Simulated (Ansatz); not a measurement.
`FB[SeH]` + H₂Se → `[SeH][SeH]` + `BF`  (ligand exchange at the Se–B bond)

Program: Ansatz. Geometries: PBE0-D4/def2-TZVP. ΔE: electronic, gas phase. CBS: MP2 limit from def2 TZ/QZ plus the TZ coupled-cluster correction, frozen cores. This one scheme is used for every species. DFT in def2-TZVPP. B3LYP here is the variant with VWN-RPA as its local correlation; programs differ in this. For Se outer-core shells are correlated without core-valence functions, which leaves a few kJ/mol of doubt a bond. Scalar relativity is left out up to krypton. One conformer a species, not always the lowest.

| level | ΔE (kcal/mol) |
| --- | --- |
| B3LYP-D4 | 15.8 |
| r2SCANh-D4 | 18.9 |

Problem. What does CCSD(T)/CBS give? (An estimate is asked.)

Solution. Computed: +18.1 kcal/mol. The listed levels differ from it by -2.3, 0.8 kcal/mol.

Largest T1 diagnostic among the species: 0.013.

In def2-TZVPP, CCSD(T) changes the Hartree–Fock value by +3.8 kcal/mol (the triples alone add +0.3 kcal/mol) and MP2 by +3.9 kcal/mol. Leaving LDA and LC-ωPBE aside and taking each functional with its dispersion term where it has one, the values, not all of them listed here, spread over 4.0 kcal/mol, from BLYP-D4 to B97M-V. LDA lies +3.5 kcal/mol from PBE without D4. At CCSD(T), def2-SVP lies +2.9 kcal/mol from the extrapolated value and def2-TZVPP +0.8 kcal/mol.
